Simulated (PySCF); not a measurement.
B (SMILES [B-]), charge -1, triplet (in this run its highest filled SCF level lies above zero, so its values depend strongly on the basis, on diffuse functions most of all); PBE0/STO-3G in PySCF.

PySCF was given this input:
```python
from pyscf import gto, scf, dft

mol = gto.M(
    atom='''
B     0.00000000    0.00000000    0.00000000
''',
    basis='sto-3g',
    charge=-1,
    spin=2,
    verbose=4,
)

mf = dft.UKS(mol)
mf.xc = 'pbe0'
mf.grids.atom_grid = (99, 590)
mf.grids.prune = None
mf.kernel()
```

Output, abridged:

```
PySCF version 2.14.0

[INPUT] verbose = 4
[INPUT] num. atoms = 1
[INPUT] num. electrons = 6
[INPUT] charge = -1
[INPUT] spin (= nelec alpha-beta = 2S) = 2
[INPUT] symmetry False subgroup None
[INPUT] Mole.unit = angstrom
[INPUT] Symbol           X                Y                Z      unit          X                Y                Z       unit  Magmom
[INPUT]  1 B      0.000000000000   0.000000000000   0.000000000000 AA    0.000000000000   0.000000000000   0.000000000000 Bohr   0.0

nuclear repulsion = 0
number of shells = 3
number of NR pGTOs = 15
number of NR cGTOs = 5
basis = sto-3g
ecp = {}

******** <class 'pyscf.dft.uks.UKS'> ********
method = UKS
initial guess = minao
damping factor = 0
level_shift factor = 0
DIIS = <class 'pyscf.scf.diis.CDIIS'>
diis_start_cycle = 1
diis_space = 8
diis_damp = 0
SCF conv_tol = 1e-09
SCF conv_tol_grad = None
SCF max_cycles = 50
direct_scf = True
direct_scf_tol = 1e-13
number electrons alpha = 4  beta = 2
XC library pyscf.dft.libxc version 7.1.2
    S. Lehtola, C. Steigemann, M. J. T. Oliveira, and M. A. L. Marques,  SoftwareX 7, 1–5 (2018)
XC functionals = pbe0
    C. Adamo and V. Barone,  J. Chem. Phys. 110, 6158 (1999)
    M. Ernzerhof and G. E. Scuseria,  J. Chem. Phys. 110, 5029 (1999)
radial grids:
    Treutler-Ahlrichs [JCP 102, 346 (1995); DOI:10.1063/1.469408] (M4) radial grids

becke partition: Becke, JCP 88, 2547 (1988); DOI:10.1063/1.454033
pruning grids: None
grids dens level: 3
symmetrized grids: False
atomic radii adjust function: <function treutler_atomic_radii_adjust>
User specified grid scheme (99, 590)
small_rho_cutoff = 0
Set gradient conv threshold to 3.16228e-05
tot grids = 58416
init E= -24.1577032094389

cycle= 1 E= -23.9693771080105  delta_E= 0.188  |g|= 1.34e-09  |ddm|= 1.23
cycle= 2 E= -23.9693771080105  delta_E= 7.11e-15  |g|= 1.34e-09  |ddm|= 1.46e-08
Extra cycle  E= -23.9693771080105  delta_E= 3.55e-15  |g|= 1.34e-09  |ddm|= 1.46e-08
converged SCF energy = -23.9693771080105  <S^2> = 2  2S+1 = 3
```
